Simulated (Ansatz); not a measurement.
Reaction (formal exchange of groups at a Ge–C bond): `[OH][GeH2][C]#C[SiH3]` + `CSS` → `C[S][GeH2][OH]` + `[SiH3]C#CS`

Computed with Ansatz on PBE0-D4/def2-TZVP structures; ΔE is electronic, products minus reactants. CCSD(T)/CBS is the MP2 limit (def2-TZVPP, def2-QZVPP) plus CCSD(T) − MP2 in def2-TZVPP, frozen cores. Functionals use def2-TZVPP. For Ge outer-core shells are correlated without core-valence functions, which leaves a few kJ/mol of doubt a bond. Scalar relativity is left out up to krypton. One conformer a species, not always the lowest.

| level | ΔE (kcal/mol) |
| --- | --- |
| PBE | -7.0 |
| CCSD/CBS(def2) | -4.0 |

(1) What does CCSD(T)/CBS give? (An estimate is asked.)

Largest T1 diagnostic among the species: 0.013.

Results:

(1) The calculation gave: -4.4 kcal/mol. The listed levels differ from it by -2.6, 0.4 kcal/mol.

In def2-TZVPP, CCSD(T) changes the Hartree–Fock value by −1.4 kcal/mol (the triples alone add −0.4 kcal/mol) and MP2 by −2.4 kcal/mol.
